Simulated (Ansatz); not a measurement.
`N[SiH](F)P` + H₂S → `PS` + `N[SiH2]F` at 600 K and 1 bar (cleavage of the P–Si bond).

Computed with Ansatz on PBE0-D4/def2-TZVP structures; ΔE is electronic, products minus reactants. CCSD(T)/CBS adds triple-zeta CCSD(T) − MP2 to the extrapolated MP2 energy (def2 sets, frozen cores). This one scheme is used for every species. Each species was taken in one conformer, which may not be the lowest.

| species | CCSD(T)/CBS energy (Eh) | H − E (kJ/mol) | S (J/(mol·K)) |
| --- | --- | --- | --- |
| `N[SiH](F)P` | -787.62490 | 205.3 | 418.8 |
| H₂S | -398.97279 | 60.8 | 230.9 |
| `PS` | -740.51379 | 103.4 | 311.3 |
| `N[SiH2]F` | -446.07709 | 163.0 | 343.3 |

H − E and S are ideal-gas, rigid-rotor, harmonic terms from PBE0-D4/def2-TZVP, for one conformer and one mirror image of each species. 1 Eh = 2625.50 kJ/mol, R = 8.31446 J/(mol·K).

By hand: ΔE, ΔH, ΔS and ΔG.

ΔE = (-740.51379) + (-446.07709) − (-787.62490) − (-398.97279) = 0.00681 Eh = 17.9 kJ/mol. Δ(H − E) = 103.4 + 163.0 − 205.3 − 60.8 = 0.3, so ΔH = 18.2 kJ/mol. ΔS = 311.3 + 343.3 − 418.8 − 230.9 = 4.9 J/(mol·K). ΔG = 18.2 − 600 × (4.9)/1000 = 15.3 kJ/mol.

By hand: the equilibrium constant, and the temperature at which ΔG would vanish if ΔH and ΔS stayed fixed.

log₁₀ K = −ΔG/(RT ln 10) = -1.3. ΔG = 0 at ΔH/ΔS = 3714 K, far beyond where these terms or the molecules hold.

The number of gas molecules stays the same, so ΔS is small and ΔH decides. A doubt of 5 kJ/mol in ΔE shifts log₁₀ K by 0.4 here. Other conformers and mirror images would add mixing entropy, several J/(mol·K) or more a flexible species. These are equilibria of isolated gas molecules and say nothing of rates. Largest T1 diagnostic: 0.012 (customary marks: 0.02 for closed shells, 0.045 for open ones).
